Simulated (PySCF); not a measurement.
H5O4Si, SMILES O[Si](O)(O)[OH2+], charge +1. Atoms are numbered in the order given.

```xyz
10

O      0.4324    -0.3699     1.5911
Si     0.1998    -0.0579     0.0328
O      0.0693    -1.2607    -1.0337
O      0.8766     1.3297    -0.4191
O     -1.5688     0.3961    -0.1610
H      0.2610    -1.2147     2.0284
H      0.7982    -1.7589    -1.4266
H      1.5854     1.7615     0.0778
H     -1.8465     1.3299    -0.0995
H     -2.0719    -0.0682    -0.8587
```
Charge +1, spin multiplicity 1.

Coordinates come from a r2SCAN-D4/def2-SVP optimisation. The values are those of a single conformer.

Method: PySCF with SMD-M06-2X/def2-SVP.

Solvation free energies are E(SMD) − E(gas) at the gas-phase geometry, for 1 M in both phases.

| solvent | ΔG(solv) (kcal/mol) | its non-electrostatic (CDS) part |
|---|---|---|
| water | -74.0 | 3.3 |
| N,N-dimethylformamide | -60.8 | -2.3 |
| toluene | -35.9 | -2.0 |
